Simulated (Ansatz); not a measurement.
Relaxation of C₂H₄FNSi (9 atoms, charge 0, multiplicity 1), to a largest force component of 0.015 eV/Å in at most 40 steps.

Computed with RKS revPBE/def2-SVP (Ansatz).

```xyz
9
Properties=species:S:1:pos:R:3
C -1.227 -0.475 -0.236
Si 0.100 0.518 0.511
N 1.598 -0.626 0.064
C 1.696 0.605 -0.254
F 2.526 1.290 -0.904
H -1.256 -0.345 -1.341
H -2.220 -0.050 0.091
H -1.188 -1.474 0.011
H 0.059 0.512 2.040
```

Q: Where does it end, and by what steps?

A: The run converged. After 8 steps the energy has fallen by 0.798 eV; H8 moved furthest, 0.52 Å.

```json
{"step": "0", "energy less start (eV)": "0.0000", "largest force component (eV/Å)": "3.579", "accepted": "yes"}
{"step": "1", "energy less start (eV)": "-0.6084", "largest force component (eV/Å)": "1.085", "accepted": "yes"}
{"step": "2", "energy less start (eV)": "-0.7235", "largest force component (eV/Å)": "0.824", "accepted": "yes"}
{"step": "3", "energy less start (eV)": "-0.7586", "largest force component (eV/Å)": "0.538", "accepted": "yes"}
{"step": "4", "energy less start (eV)": "-0.7836", "largest force component (eV/Å)": "0.531", "accepted": "yes"}
{"step": "5", "energy less start (eV)": "-0.7957", "largest force component (eV/Å)": "0.196", "accepted": "yes"}
{"step": "6", "energy less start (eV)": "-0.7973", "largest force component (eV/Å)": "0.041", "accepted": "yes"}
{"step": "7", "energy less start (eV)": "-0.7977", "largest force component (eV/Å)": "0.019", "accepted": "yes"}
{"step": "8", "energy less start (eV)": "-0.7978", "largest force component (eV/Å)": "0.005", "accepted": "yes"}
```

```xyz
9
Properties=species:S:1:pos:R:3
C -1.334 -0.480 -0.249
Si 0.231 0.130 0.594
N 1.884 -0.513 0.033
C 1.696 0.715 -0.276
F 2.511 1.551 -0.931
H -1.156 -0.648 -1.329
H -2.157 0.256 -0.133
H -1.667 -1.435 0.209
H 0.081 0.378 2.064
```

Whether the end is a true minimum wasn't checked by a vibrational analysis.

The run took 5.7 s on 2 threads of AMD EPYC 9R45 96-Core Processor (Zen 5) (shared host), peak memory 0.16 GiB.
